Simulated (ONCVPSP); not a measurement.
# Plane-wave convergence, ONCV potential for niobium

- Element: niobium (Nb)
- Generator: ONCVPSP 4.0.1
- Type: optimised norm-conserving Vanderbilt (ONCV)
- Functional: PBE
- Relativity: scalar-relativistic
- Frozen core: [Ar] 3d10 4s2
- Valence charge: 11
- Reference configuration: 4p6 4d4 5s0.5 5p0.5
- Partial waves: 5s: rc 3.35 bohr, ncon 5, nbas 9, qcut 1.6 1/bohr, 2 projectors, debl 2.1 Ha; 4p+5p: rc 2.10 bohr, ncon 4, nbas 8, qcut 7.7 1/bohr, 2 projectors; 4d: rc 2.10 bohr, ncon 3, nbas 7, qcut 8.2 1/bohr, local; f scattering state at 0.33 Ha: rc 3.20 bohr, ncon 5, nbas 9, qcut 3.9 1/bohr, 2 projectors, debl 2.3 Ha
- Local potential: the d channel
- Core correction: Teter function, fcfact 3.5, rcfact 1.45

For each optimised wave give the share of its norm inside rc, the residual kinetic energy above qcut (Ha) and the cutoffs (Ha) for errors of 10, 1, 0.1 and 0.01 mHa per electron.

```csv
wave,norm inside rc,residual KE,10 mHa,1 mHa,0.1 mHa,0.01 mHa
5s,0.458,8.1e-03,1.2,8.1,18.1,20.8
s projector 2,0.197,4.6e-01,5.9,19.9,24.7,27.1
4p,0.936,6.5e-09,8.7,11.4,13.5,15.6
5p,0.026,2.4e-09,5.2,8.2,10.7,13.3
4d,0.570,1.1e-09,12.3,16.8,20.9,24.3
f projector 1,0.143,5.5e-05,2.5,5.1,7.1,20.2
f projector 2,0.289,1.2e-01,23.4,38.7,42.7,50.0
```

The occupied waves need 17 Ha and 21 Ha for 1 and 0.1 mHa. Note: ghosts flagged at negative energy: s at -9.6 eV; no localised positive-energy state flagged. A true bound ghost makes a file unfit for plane-wave use.
